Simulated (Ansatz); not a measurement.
Si₂O₂⁺. Charge 1, multiplicity 2. Geometry PBE0-D4/def2-TZVP, basis def2-TZVP, Ansatz.

Cartesian coordinates in Å:
```
Si 2.1259 0.0843 -0.5258
Si -1.0487 -0.4847 0.0765
O 0.6359 -0.3042 -0.2932
O -1.7131 0.7045 0.7425
```

| run | HOMO (eV) | LUMO (eV) |
| --- | --- | --- |
| A | -11.65 | -10.37 |
| B | -13.16 | -9.35 |
| C | -12.21 | -9.95 |
| D | -12.86 | -9.72 |
| E | -11.84 | -10.39 |

B3LYP takes the VWN-RPA correlation. Another isomer (doublet) lies 1.28 eV lower at PBE0-D4/def2-TZVP; other spin states weren't run for this one.

HOMO and LUMO are taken over both spins.

Problem. The runs used B3LYP, BLYP, PBE, PBE0, r2SCAN. Estimate which is which.

Solution. A BLYP (0 % exact exchange); B PBE0 (25 % exact exchange); C r2SCAN (0 % exact exchange); D B3LYP (20 % exact exchange); E PBE (0 % exact exchange). Exact exchange lowers occupied and raises empty levels; among semilocal functionals meta-GGAs tend to open the gap a little, and such runs are hard to tell apart. The gap grows from 1.28 eV (BLYP) to 3.82 eV (PBE0).
